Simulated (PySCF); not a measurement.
## Cd: excitation energy

Cd [Kr] 4d10 5s2 (1S) → Cd [Kr] 4d10 5s1 5p1, s spin flipped, as a difference of total energies. Computed with PySCF 2.14 in aug-cc-pwCVDZ-PP with ECP28MDF (6s6p5d3f, 70 functions), with scalar relativity through the core potential. Correlated levels: valence: 4s2 4p6 frozen; valence and next inner shell: nothing frozen outside the core potential. The calculations carry no spin-orbit coupling.

| method | excitation energy (eV) |
| --- | --- |
| UHF | 3.800 |
| LDA | 4.726 |
| PBE | 4.498 |
| PBE0 | 4.382 |
| r2SCAN | 4.424 |
| BHandHLYP | 4.365 |
| B2PLYP | 4.491 |
| TPSSh | 4.410 |
| wB97X | 4.684 |
| MP2 (valence) | 4.588 |
| SCS-MP2 (valence) | 4.560 |
| MP2 (valence and next inner shell) | 4.668 |
| SCS-MP2 (valence and next inner shell) | 4.615 |

How much does correlation contribute at MP2 (valence and next inner shell)?

4.668 − (3.800) = 0.868 eV, measured against UHF.

The upper determinant mixes two multiplicities, so it lies between the two terms.
